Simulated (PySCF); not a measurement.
## Correlation energy of Rb²⁺ (rubidium, charge +2)

[Ar] 3d10 4s2 4p5, 2P determinant. Calculation: PySCF 2.14, in x2c-SVPall (6s4p5d1f, 50 functions); scalar relativity by spin-free X2C-1e. Frozen: [Ar] 3d10 4s2; 5 electrons correlated.

Total MP2 correlation energy: -56.65 mhartree.

Same-spin part -17.11 and opposite-spin part -39.54 mhartree; SCS-MP2 scales them by 1/3 and 6/5 to -53.15 mhartree.

| level | correlation energy (mhartree) |
| --- | --- |
| CCSD | -63.83 |
| (T) | -0.79 |
| CCSD(T) | -64.62 |

Diagnostics: T1 = 0.00070, D1 = 0.0011, largest double amplitude 0.021.

Cost of the coupled-cluster step: 0.5 s of wall time on 1 thread of Intel(R) Xeon(R) Platinum 8488C (shared host), for 5 correlated electrons.

Iterations:

```
CC2 = 0
CCSD nocc = (np.int64(3), np.int64(2)), nmo = (35, 35)
frozen orbitals [[0, 1, 2, 3, 4, 5, 6, 7, 8, 9, 10, 11, 12, 13, 14], [0, 1, 2, 3, 4, 5, 6, 7, 8, 9, 10, 11, 12, 13, 14]]
max_cycle = 100
direct = 0
conv_tol = 1e-08
conv_tol_normt = 1e-06
diis_space = 8
diis_start_cycle = 0
Init t2, MP2 energy = -0.0566482052963706
Init E_corr(UCCSD) = -0.0566482052965839
cycle = 1  E_corr(UCCSD) = -0.0628290728390732  dE = -0.00618086754  norm(t1,t2) = 0.0174338
cycle = 2  E_corr(UCCSD) = -0.0636328577542249  dE = -0.000803784915  norm(t1,t2) = 0.00363735
cycle = 3  E_corr(UCCSD) = -0.0638339661002298  dE = -0.000201108346  norm(t1,t2) = 0.00105174
cycle = 4  E_corr(UCCSD) = -0.0638283819510711  dE = 5.58414916e-06  norm(t1,t2) = 8.69016e-05
cycle = 5  E_corr(UCCSD) = -0.0638284779017078  dE = -9.59506367e-08  norm(t1,t2) = 8.19309e-06
cycle = 6  E_corr(UCCSD) = -0.0638284777345226  dE = 1.67185168e-10  norm(t1,t2) = 1.21637e-06
cycle = 7  E_corr(UCCSD) = -0.0638284771078643  dE = 6.26658309e-10  norm(t1,t2) = 1.14589e-07
UCCSD converged
E(UCCSD) = -2977.740602661287  E_corr = -0.06382847710786432
UCCSD(T) correction = -0.000785554456700859
```
